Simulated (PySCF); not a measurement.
**Relaxation of doublet SeH5**

Method: UHF/[Se def2-TZVP, H def2-TZVP], no relativity, density fitting, PySCF. A (50,194) grid was used.

A start at the PBE0 minimum, of C4v symmetry, held to at least that symmetry:

```xyz
6
charge 0 multiplicity 2, angstrom
Se    0.0000    0.0000   -0.0202
H     0.0000    0.0000    1.4530
H     1.6264    0.0000    0.0368
H     0.0000    1.6264    0.0368
H    -1.6264    0.0000    0.0368
H     0.0000   -1.6264    0.0368
```

Optimiser trace:
```tsv
step	E − E(last) (kJ/mol)	largest gradient (Eh/bohr)
0	3.90	0.01674
1	0.47	0.00330
2	0.02	0.00167
3	0.00	0.00045
4	0.00	0.00000
```

It ends at C4v with Se–H 1.460 Å, Se–H 1.593 Å (×4); H–Se–H 89.2° (×4), H–Se–H 90.0° (×4), H–Se–H 178.5° (×2). A frequency run shows a minimum.

Final geometry:
Coordinates in bohr (charge 0 multiplicity 2):
```
Se    0.0000    0.0000   -0.0346
H     0.0000    0.0000    2.7236
H     3.0092    0.0000    0.0052
H     0.0000    3.0092    0.0052
H    -3.0092    0.0000    0.0052
H     0.0000   -3.0092    0.0052
```
